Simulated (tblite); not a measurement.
Species: C₅H₁₆BClN₂.
SMILES with atom numbers: `[CH3:1][N:2]([CH3:3])[CH2:4][CH2:5][CH2:6][B@H-:7]([NH3+:8])[Cl:9]` (hydrogens: H10, H11, H12 on C1; H13, H14, H15 on C3; H16, H17 on C4; H18, H19 on C5; H20, H21 on C6; H22 on B7; H23, H24, H25 on N8)

Computed with GFN2-xTB (tblite), gas phase: L-BFGS steps from a force-field or distance-geometry start until the largest atomic force falls under 0.01 eV/Å.

Step 8: E = -830.3486 eV
```
atom  x, y, z in Å  |  force x, y, z in eV/Å
C1      2.3663    1.3959    0.1891    0.008   0.128  -0.028
N2      2.1508   -0.0308    0.0672    0.026   0.039  -0.016
C3      3.3088   -0.8827    0.2316    0.158   0.018   0.037
C4      0.9422   -0.5434    0.6659   -0.053  -0.019   0.019
C5     -0.2814   -0.1736   -0.1702    0.040  -0.026   0.017
C6     -1.5462   -0.7517    0.4673    0.070  -0.004  -0.048
B7     -2.8468   -0.5047   -0.4577   -0.014  -0.098  -0.011
N8     -3.2924    1.0818   -0.3352   -0.088   0.226  -0.024
Cl9    -4.3161   -1.3823    0.2258   -0.142   0.053  -0.007
H10     3.2260    1.6598    0.8283   -0.151  -0.138  -0.069
H11     1.4823    1.8982    0.5960    0.122  -0.206   0.038
H12     2.5385    1.8314   -0.8046    0.109  -0.070   0.074
H13     3.5604   -1.3827   -0.7149   -0.118   0.026   0.126
H14     4.1866   -0.3115    0.5356    0.043   0.085   0.032
H15     3.1291   -1.6458    0.9988    0.101   0.056  -0.139
H16     0.7898   -0.2194    1.7173    0.097   0.099  -0.142
H17     1.0125   -1.6360    0.6768   -0.025   0.100  -0.001
H18    -0.1461   -0.5769   -1.1764   -0.033  -0.062   0.090
H19    -0.3488    0.9130   -0.2930   -0.037  -0.046   0.174
H20    -1.6367   -0.3675    1.4938   -0.116   0.058  -0.232
H21    -1.3843   -1.8276    0.5885   -0.048   0.054  -0.062
H22    -2.6978   -0.7551   -1.6155   -0.073   0.046   0.200
H23    -3.5673    1.4296   -1.2503    0.048   0.008   0.025
H24    -4.1028    1.1515    0.2833    0.080  -0.196   0.017
H25    -2.5374    1.6548    0.0404   -0.002  -0.129  -0.071
```

Step 9: E = -830.3621 eV
```
atom  x, y, z in Å  |  force x, y, z in eV/Å
C1      2.3687    1.3973    0.1882    0.001  -0.050  -0.023
N2      2.1532   -0.0328    0.0613    0.048   0.031   0.027
C3      3.3182   -0.8811    0.2310    0.040   0.079   0.026
C4      0.9422   -0.5449    0.6671    0.049   0.068  -0.055
C5     -0.2817   -0.1732   -0.1713    0.027  -0.043   0.065
C6     -1.5475   -0.7561    0.4623    0.016   0.032  -0.059
B7     -2.8505   -0.5015   -0.4617   -0.015  -0.203   0.047
N8     -3.2928    1.0786   -0.3368   -0.065   0.191  -0.013
Cl9    -4.3310   -1.3714    0.2203   -0.114   0.045   0.018
H10     3.2246    1.6552    0.8314   -0.105  -0.114  -0.052
H11     1.4845    1.8907    0.5989    0.067  -0.142   0.030
H12     2.5442    1.8334   -0.8032    0.094  -0.053   0.064
H13     3.5686   -1.3868   -0.7104   -0.095   0.039   0.053
H14     4.1941   -0.3058    0.5337    0.016   0.070   0.026
H15     3.1388   -1.6448    0.9944    0.088   0.037  -0.056
H16     0.7946   -0.2086    1.7152    0.086   0.060  -0.149
H17     1.0139   -1.6377    0.6840   -0.036   0.129  -0.001
H18    -0.1462   -0.5744   -1.1785   -0.019  -0.030   0.097
H19    -0.3542    0.9163   -0.2838   -0.012  -0.128   0.146
H20    -1.6473   -0.3644    1.4823   -0.093   0.080  -0.139
H21    -1.3850   -1.8304    0.5970   -0.054   0.070  -0.113
H22    -2.7107   -0.7642   -1.6131   -0.040   0.063   0.096
H23    -3.5698    1.4353   -1.2447    0.008   0.023  -0.099
H24    -4.0977    1.1449    0.2848   -0.026  -0.202   0.076
H25    -2.5422    1.6505    0.0395    0.135  -0.053  -0.014
```

**Question.** Estimate the geometry and energy of step 10. (The exact step hangs on the optimiser's Hessian estimate; all steps are aligned on step 9, rigid shifts and turns removed.)

**Answer.** E = -830.3745 eV, largest force 0.228 eV/Å
```
atom  x, y, z in Å  |  force x, y, z in eV/Å
C1      2.3708    1.3973    0.1870   -0.002  -0.194  -0.017
N2      2.1565   -0.0343    0.0563    0.053   0.003   0.037
C3      3.3273   -0.8781    0.2308   -0.059   0.110   0.011
C4      0.9433   -0.5449    0.6670    0.125   0.119  -0.101
C5     -0.2814   -0.1737   -0.1711    0.004  -0.044   0.079
C6     -1.5485   -0.7594    0.4566   -0.049   0.046  -0.050
B7     -2.8543   -0.5027   -0.4644   -0.041  -0.202   0.093
N8     -3.2942    1.0790   -0.3386   -0.009   0.078   0.000
Cl9    -4.3469   -1.3606    0.2157   -0.075   0.037   0.041
H10     3.2216    1.6490    0.8333   -0.015  -0.076  -0.001
H11     1.4876    1.8812    0.6022   -0.014  -0.060   0.026
H12     2.5512    1.8343   -0.8008    0.074  -0.023   0.025
H13     3.5744   -1.3898   -0.7054   -0.053   0.050  -0.030
H14     4.2013   -0.2992    0.5325   -0.003   0.058   0.016
H15     3.1494   -1.6432    0.9896    0.067   0.014   0.041
H16     0.8006   -0.1975    1.7104    0.069   0.040  -0.108
H17     1.0145   -1.6367    0.6905   -0.031   0.113  -0.001
H18    -0.1467   -0.5726   -1.1785   -0.001  -0.006   0.072
H19    -0.3593    0.9170   -0.2726    0.010  -0.150   0.103
H20    -1.6588   -0.3598    1.4692   -0.068   0.098  -0.026
H21    -1.3867   -1.8317    0.6025   -0.050   0.055  -0.138
H22    -2.7233   -0.7713   -1.6093   -0.011   0.055  -0.032
H23    -3.5721    1.4412   -1.2417   -0.031   0.042  -0.171
H24    -4.0937    1.1350    0.2877   -0.100  -0.175   0.106
H25    -2.5436    1.6458    0.0386    0.211   0.012   0.026
```

The energy changes by -0.0123 eV. The first-order estimate −F·Δx gives -0.0169 eV and the mean of the old and new forces, exact on a quadratic surface, -0.0123 eV. The step makes an angle of 60° with the force vector and moves no atom by more than 0.020 Å.

The cost below is that of the whole relaxation. Time: 2.2 s of wall time. Hardware: an Arm Neoverse N1 with one thread (shared host).
